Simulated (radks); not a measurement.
The numbers below are computed, except where a source is named.
Tl LXXI, configuration [Ne] 3s1. Code: a radial shooting solver on a logarithmic mesh with Libxc functionals. Model: Dirac Kohn-Sham, PBE, spin-unpolarised, spherical densities, point nucleus.

Normalised radial functions P(r) = r R(r) (large component), r in bohr:

| r | 2p3/2 |
|---|---|
| 0.001816 | 0.0447 |
| 0.002236 | 0.0654 |
| 0.002775 | 0.0968 |
| 0.003444 | 0.1423 |
| 0.004274 | 0.2080 |
| 0.005263 | 0.2975 |
| 0.006531 | 0.4274 |
| 0.008106 | 0.6066 |
| 0.009981 | 0.8379 |
| 0.01239 | 1.1509 |
| 0.01537 | 1.5458 |
| 0.01908 | 2.0190 |
| 0.02349 | 2.5279 |
| 0.02916 | 3.0633 |
| 0.03618 | 3.5249 |
| 0.04491 | 3.8051 |
| 0.05529 | 3.8031 |
| 0.06862 | 3.4572 |
| 0.08517 | 2.7904 |
| 0.1057 | 1.9445 |
| 0.1301 | 1.1569 |
| 0.1615 | 0.5414 |
| 0.2005 | 0.1919 |
| 0.2468 | 0.0511 |
| 0.3063 | 0.0085 |
| 0.3802 | 0.0008 |
| 0.4718 | 0.0000 |

2p3/2: eigenvalue -18733.5 eV, 0 radial nodes, <r> = 0.0634 bohr, 90 % of the charge inside 0.103 bohr.
